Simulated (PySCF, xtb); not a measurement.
Ta(O)(F)3 anion (F3OTa), SMILES [O]=[Ta]([F])([F])[F] (connectivity only; charge and spin as stated), charge -1, multiplicity 2.

Harmonic wavenumbers (cm⁻¹) from GFN2-xTB run with xtb 6.7.1 at its own minimum, in rising order: 104, 132, 146, 175, 217, 243, 297, 317, 728.

### Question
What does PBE-D3(BJ)/def2-SVPD in PySCF give at its own minimum? (Estimate from the structure and the level; the computed values follow.)

### Answer
139, 139, 159, 175, 255, 513, 556, 568, 889. Paired by order, the mean absolute difference is 115 cm⁻¹ and the zero-point energies are 3.4 and 4.8 kcal/mol.
